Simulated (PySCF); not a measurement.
Job for PySCF: R-B3LYP/3-21G on CH5NSn (SMILES [CH3][Sn][NH2]), a point of a torsion scan.

```python
from pyscf import gto, scf, dft, mp
from pyscf.data.elements import chemcore

mol = gto.M(
    atom='''
    C     1.39012832   -0.12837775    0.11034021
    Sn   -0.25354552    1.28101870    0.77254409
    N    -1.73918070    0.12540371   -0.02530009
    H     1.38269295   -0.28649853   -0.96816073
    H     2.38884132    0.21548782    0.38062230
    H     1.24265498   -1.10193875    0.57754197
    H    -1.65334599   -0.47652822   -0.83104791
    H    -2.71903759    0.35879522    0.06130998
    ''',
    basis='3-21g',
    charge=0, spin=0, verbose=3, max_memory=1800)
mf = dft.RKS(mol, xc='b3lyp')
mf.conv_tol = 1e-8
mf.max_cycle = 100
mf.kernel()
if not mf.converged:
    mf = mf.newton().run(mf.mo_coeff, mf.mo_occ)
```

The log:

```
converged SCF energy = -6094.20123715288
```

The calculation finished and met its thresholds.

Cost: roughly 5 core-seconds.
